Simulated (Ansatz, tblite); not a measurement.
Removing and adding an electron: Al₆Si₄. Charge 0, multiplicity 1. Geometry: r2SCAN-D4/def2-SVP. Ansatz, gas phase; energy differences of separate SCF runs; the oxidised species was run as a doublet alone; the reduced species was run as a doublet alone.

Cartesian coordinates in Å:
```
Al -1.486 -1.049 -1.288
Al -1.090 -1.495 1.321
Al 2.506 0.459 -0.611
Al -2.854 0.338 0.722
Al 2.349 1.301 1.901
Al -0.059 0.861 0.456
Si 0.838 -1.440 -0.714
Si 1.275 -1.040 1.610
Si -1.871 1.402 -1.348
Si 0.392 0.664 -2.048
```

The xTB rows come from tblite. The structure comes from a short search, and lower isomers may exist.

```
           level  −HOMO (eV)  vertical IE (eV)  −LUMO (eV)  vertical EA (eV)  HOMO–LUMO gap (eV)  IE − EA (eV)                                  remarks
PBE-D4/def2-TZVP        4.83              6.63        4.01              2.31                0.82          4.32  restricted SCF unstable in HF (singlet)
B97M-V/def2-TZVP        4.93              6.59        3.98              2.32                0.94          4.27  restricted SCF unstable in HF (singlet)
```

(1) Estimate the rows for GFN2-xTB, PBE0-D4/def2-TZVP.

## Answers

(1) 
| level | −HOMO (eV) | vertical IE (eV) | −LUMO (eV) | vertical EA (eV) | HOMO–LUMO gap (eV) | IE − EA (eV) | remarks |
| --- | --- | --- | --- | --- | --- | --- | --- |
| GFN2-xTB | 6.16 | 8.19 | 5.98 | – | 0.18 | – | – |
| PBE0-D4/def2-TZVP | 5.43 | 6.62 | 3.53 | 2.39 | 1.90 | 4.24 | restricted SCF unstable in HF (singlet), spin-contaminated (⟨S²⟩ 0.86) (+1 doublet) |

   Raw xTB energy differences between charge states are shifted by several eV; the methods need an empirical correction for them. Sets without diffuse functions give affinities that are too small.
